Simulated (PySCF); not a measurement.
## Frontier orbitals and the lowest excitations

Compound: C₅H₃F₃O₂.
Geometry (PBE0-D3(BJ)/def2-SVP, Å), atoms numbered from 1 in this order:
```
atom  x, y, z in Å
O1     2.0131    1.3443   -1.1322
C2     1.6013    0.5338   -0.3762
O3     2.2028    0.0016    0.7143
C4     1.0372   -0.7737    1.0684
C5     0.3105   -0.2895   -0.1970
C6    -0.9462    0.4645   -0.0459
F7    -0.9368    1.4174    0.8897
C8    -2.0543    0.2780   -0.7638
F9    -2.1545   -0.6342   -1.6995
F10   -3.1503    0.9684   -0.6217
H11    1.2680   -1.8463    1.1189
H12    0.6050   -0.4209    2.0149
H13    0.2133   -1.0498   -0.9839
```

Level of theory: PySCF 2.14.0, density-fitted response routines, TDDFT CAM-B3LYP/def2-SVPD, vertical, gas phase, core orbitals frozen in the response.

Frontier orbitals with the atoms that hold most of them (Löwdin shares over 4%, at most four atoms; ? is withheld):

```csv
orbital,ε (eV),atoms
LUMO+2,1.20,"C8 24%, C2 16%, O1 13%, C6 10%"
LUMO+1,0.68,"C8 23%, C6 17%, C4 9%, C2 9%"
LUMO,0.52,?
HOMO,?,"C6 25%, C8 23%, F7 10%, F9 9%"
HOMO-1,-10.42,?
HOMO-2,-10.80,"O3 43%, O1 28%, C4 10%, C2 7%"
HOMO-3,-12.46,"O3 40%, C4 17%, C5 16%, O1 7%"
```

Which atoms hold the LUMO, and with what shares?

C2 (bonded to C and 2 O) 17%; C8 (bonded to C and 2 F) 14%; O1 (bonded to C) 13%; C5 (bonded to 3 C and H) 11%. By element: carbon 41% or more, oxygen 13% or more.

Which atoms hold the HOMO-1, and with what shares?

O1 (bonded to C) 51%; O3 (bonded to 2 C) 12%; C5 (bonded to 3 C and H) 10%; C2 (bonded to C and 2 O) 9%. By element: oxygen 63%, carbon 19% or more.

What is the HOMO energy, and the HOMO–LUMO gap?

ε(HOMO) = -9.17 eV; the gap is 9.69 eV (0.3559 hartree).

How does S1 compare with the orbital gap of 9.69 eV?

S1 is at 5.87 eV (f = 0.0043), 3.82 eV below the gap, made of HOMO→LUMO (32%), HOMO-1→LUMO (25%), HOMO-1→LUMO+2 (16%). 

Next come S2 at 6.63 eV (f 0.012), HOMO→LUMO (51%), HOMO-1→LUMO (13%), HOMO→LUMO+1 (12%); S3 at 7.25 eV (f 0.267), HOMO→LUMO+1 (68%), HOMO-1→LUMO (10%); S4 at 7.39 eV (f 0.098), HOMO→LUMO+2 (35%), HOMO→LUMO+4 (11%), HOMO→LUMO+5 (10%); S5 at 7.56 eV (f 0.131), HOMO→LUMO+2 (42%), HOMO→LUMO+4 (14%).

One conformer stands for the species.
